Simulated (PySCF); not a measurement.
Two-component Hartree-Fock for Zr⁺ (zirconium, charge +1)

Start: [Kr] 4d2 5s1; 4d5/2 filled at m_j = +3/2, +5/2; 5s1/2 filled at m_j = +1/2. Calculated with PySCF 2.14 in x2c-TZVPall-2c: generalised Hartree-Fock with the X2C-1e Hamiltonian and a Gaussian nucleus; one run each with spin-orbit coupling (SO) switched off, then screened by Boettger's factors. This is a chosen level, not necessarily the ground level.

```tsv
spinor shell	electrons	ε, spin-free (eV)	ε, screened SO (eV)	weight of nominal j (screened SO)	rms radius, screened SO (bohr)
1s1/2	2	-18104.6	-18103.8	1.000	0.0426
2s1/2	2	-2586.2	-2586.0	1.000	0.176
2p1/2	2	-2300.8	-2360.0	1.000	0.154
2p3/2	4	-2300.8	-2272.9	1.000	0.158
3s1/2	2	-460.61	-460.60	1.000	0.488
3p1/2	2	-364.91	-374.77	1.000	0.489
3p3/2	4	-364.91	-360.31	1.000	0.499
3d3/2	4	-207.73	-209.22	0.990	0.493
3d5/2	6	-207.73	-206.76	0.994	0.497
4s1/2	2	-74.703	-74.726	1.000	1.30
4p3/2	4	-47.249	-46.676	0.911	1.48
4p1/2	2	-47.249	-48.554	0.823	1.46
4d5/2	2	-15.336	-15.306	0.890	2.30
5s1/2	1	-12.448	-12.458	1.000	3.73
```

| quantity | spin-free | screened SO |
| --- | --- | --- |
| E (hartree) | -3595.81367 | -3596.15797 |
| M_J | 9/2 | 9/2 |
| ⟨J²⟩ | 24.758 | 24.758 |
| ⟨L²⟩ | 12.006 | 12.018 |
| ⟨S²⟩ | 3.752 | 3.758 |

Each row is a mean over spinors that exchange with the open shell spreads, by up to 4.952 eV (4p3/2).

Rows whose weight is well below 1 are mixtures of j = l ± 1/2: exchange outweighs spin-orbit coupling there, and the label is only the starting occupation.

Breit and QED terms are absent; they matter most for the inner s and p1/2 levels.

Densities and radii are taken from the X2C orbitals without a picture-change correction, which distorts them close to the nucleus.

Without spin-orbit coupling the j labels of p, d and f shells carry no meaning; the spin-free column gives the mean over the occupied spinors of each nl shell.
